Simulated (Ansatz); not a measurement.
Cu(PH3)(NH2) (CuPNH5). The state is a singlet with charge 0. Geometry PBE-D4/def2-TZVP, basis def2-TZVP, Ansatz.

```
run  HOMO (eV)  LUMO (eV)
  A      -5.40      -0.41
  B      -5.26      -0.54
  C      -4.85      -0.92
  D      -4.36      -1.53
  E      -5.07      -0.77
  F      -4.34      -1.16
```

B3LYP takes the VWN-RPA correlation. HSE06 is defined as in plane-wave codes, on full-range PBE exchange.

**Question.** The runs used B3LYP, HSE06, LDA (SPW92), PBE0, r2SCAN, r2SCAN0. Estimate which is which.

**Answer.** A r2SCAN0 (25 % exact exchange); B PBE0 (25 % exact exchange); C HSE06 (range-separated); D LDA (SPW92) (0 % exact exchange); E B3LYP (20 % exact exchange); F r2SCAN (0 % exact exchange). Exact exchange lowers occupied and raises empty levels; among semilocal functionals meta-GGAs tend to open the gap a little, and such runs are hard to tell apart. The gap grows from 2.83 eV (LDA (SPW92)) to 4.99 eV (r2SCAN0).
